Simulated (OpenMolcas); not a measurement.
Si: CASPT2 settings compared

| Quantity | Value |
| --- | --- |
| Program | OpenMolcas |
| Basis | ANO-L-VDZP [4s3p1d] |
| Scalar Hamiltonian | non-relativistic, point nucleus |
| Active space | 4 electrons in 4 orbitals (3s 3p) |
| State averaging | 2S+1 = 3 even, 3 roots; 2S+1 = 1 even, 6 roots; 2S+1 = 5 odd, 1 root |
| Spin-orbit coupling | RASSI with atomic mean-field integrals over the reference wave functions, term energies averaged over their components |

Methods on the same reference wave functions:
A. CASSCF
B. SS-CASPT2, IPEA 0.6 Eh, imaginary shift 0.25 Eh (closed shells correlated: 2s 2p)
C. SS-CASPT2, IPEA 0 Eh, sigma2 regulariser 0.05 Eh (closed shells correlated: 2s 2p)
D. XMS-CASPT2, IPEA 0.3 Eh, imaginary shift 0.5 Eh (closed shells correlated: none)

Energies in cm⁻¹ above 3s² 3p² ³P₀, the measured ground level; measured values from NIST Handbook of Basic Atomic Spectroscopic Data.

```json
{"Level": "3s² 3p² ³P₀", "A": "0.0", "B": "0.0", "C": "0.0", "D": "0.0", "Measured": "0.0"}
{"Level": "3s² 3p² ³P₁", "A": "68.3", "B": "68.5", "C": "68.3", "D": "68.3", "Measured": "77.1"}
{"Level": "3s² 3p² ³P₂", "A": "199", "B": "199", "C": "199", "D": "199", "Measured": "223"}
{"Level": "3s² 3p² ¹D₂", "A": "8754", "B": "6560", "C": "7800", "D": "7130", "Measured": "6299"}
{"Level": "3s² 3p² ¹S₀", "A": "15360", "B": "14400", "C": "15280", "D": "15320", "Measured": "15394"}
{"Level": "3s 3p³ ⁵S°₂", "A": "22564", "B": "26660", "C": "28420", "D": "27510", "Measured": "33326"}
```

Deviations, from unrounded energies. A percentage is the sum of absolute deviations over the sum of measured energies, with the sign that they share, or ± where signs differ.

```tsv
Against measurement	Levels	A	B	C	D
mean absolute deviation (cm-1)	5	2700	1600	1300	1400
fine structure of the ground term (%)	2	-10.8	-10.8	-10.9	-10.9
other terms of the ground configuration (%)	2	±11.5	±5.8	±7.5	±4.2
other configurations (%)	1	-32.3	-20.0	-14.7	-17.5
```

C, D lie about equally close to measurement and A furthest from it. The largest miss of C in the table is 3s 3p³ ⁵S°₂, by -4900 cm-1. The ranking rests on the paired levels alone, and a cruder setting can come out closer through cancelling errors.

Among B to D the level of the table that moves most is 3s 3p³ ⁵S°₂, by 1800 cm-1 (lowest in B, highest in C). Moves below CASPT2's spread within the term are not significant.

The mean deviations of B to D differ by less than CASPT2's widest spread within a term (350 cm-1), so their order carries little weight.

From A to B the spin-free energies of the other terms of 3s² 3p² shown, above ³P, scale by factors of 0.75 to 0.94.

The lowest spin-free term lies below A's lowest term by 0.035 hartree in B, 0.053 hartree in C, 0.039 hartree in D.

Term energies are means over components that CASPT2 splits; among the terms shown or strongly mixed into the levels shown the widest spread is 350 cm-1 (3s² 3p² ¹D, D). Terms of s pⁿ other than that of highest spin mix with s² pⁿ⁻² d, which this space lacks; all of them can be thousands of cm-1 off, and some have no real level of that name. Without dynamic correlation excited terms often stand tens of per cent too high (terms of higher spin than the ground term too low), and those without a measured partner can miss by more than the paired ones (holds for A). Some terms miss by over 15 % even with CASPT2, which points to a basis or an active space too small for the shells correlated (holds for C). Measured partners are found by configuration, term and J. A level has none where our copy of the source lacks it or the pairing is in doubt (some pairs that miss far off the trend of their configuration count as doubtful), and it then counts in no deviation. Levels of configurations outside the active space are missing.

° marks odd parity.
